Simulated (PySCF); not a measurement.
## Electron correlation in S (sulfur, neutral)

[Ne] 3s1 3p4 4s1, high-spin 5P determinant (an excited configuration). All numbers are calculated (PySCF 2.14, no relativity, point nucleus, in aug-cc-pwCVTZ). Frozen: [Ne]; 6 electrons correlated.

MP2 pair energies summed by pair of shells (mhartree):

```csv
pair,energy,share (%)
3p-3p,-79.92,73.2
3p-4s,-17.73,16.2
3s-3p,-11.27,10.3
3s-4s,-0.33,0.3
```

Total MP2 correlation energy: -109.25 mhartree.

Same-spin part -33.15 and opposite-spin part -76.10 mhartree; SCS-MP2 scales them by 1/3 and 6/5 to -102.37 mhartree.
